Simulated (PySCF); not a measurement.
Sn(F)2(Br)(NH2) (BrF₂H₂NSn), SMILES [Sn]([F])([Br])([NH2])[F].

The structure is a stationary point at PBE0-D3(BJ)/def2-SVP. The geometry has at least one imaginary mode, so it is a saddle point at that level. The structure was generated by enumeration; whether it is a known compound was not checked. The def2 effective core potentials stand for the cores of Sn; spin–orbit coupling is left out. Other conformers were not sampled.

The numbers are results of PBE0-D3(BJ)/def2-SVP (PySCF), not measurements.

Frequencies are harmonic and unscaled.

Question: Estimate the vibrational spectrum. (An estimate is asked for; the answer gives what the named calculation found.)

Answer: 
| mode | ν (cm⁻¹) | IR (km/mol) | Raman (Å⁴/amu) | depolarisation | moving atoms (share of kinetic energy) |
|---|---|---|---|---|---|
| 1 | 38i | 30.1 | 0.5 | 0.75 | H 68 %, N 16 %, F 15 % |
| 2 | 112 | 0.9 | 2.1 | 0.75 | N 42 %, F 26 %, Br 14 %, Sn 9 %, H 9 % |
| 3 | 126 | 11.5 | 1.0 | 0.75 | F 56 %, Sn 20 %, Br 14 % |
| 4 | 157 | 1.0 | 1.8 | 0.75 | H 39 %, F 33 %, N 23 % |
| 5 | 167 | 18.1 | 1.0 | 0.73 | F 77 %, Sn 18 % |
| 6 | 175 | 44.0 | 4.0 | 0.64 | F 56 %, N 18 %, Br 12 % |
| 7 | 280 | 42.0 | 6.3 | 0.13 | Br 56 %, Sn 40 % |
| 8 | 544 | 100.0 | 29.1 | 0.10 | N 57 %, H 37 % |
| 9 | 646 | 101.2 | 7.1 | 0.04 | F 85 %, Sn 10 % |
| 10 | 660 | 64.8 | 3.4 | 0.75 | F 83 %, Sn 17 % |
| 11 | 669 | 39.5 | 5.8 | 0.45 | H 49 %, N 40 %, Sn 10 % |
| 12 | 886 | 16.1 | 0.8 | 0.75 | H 90 %, N 9 % |
| 13 | 1528 | 7.3 | 1.8 | 0.72 | H 92 %, N 8 % |
| 14 | 3539 | 40.5 | 156.3 | 0.11 | H 96 % |
| 15 | 3646 | 43.0 | 79.6 | 0.75 | H 91 %, N 9 % |
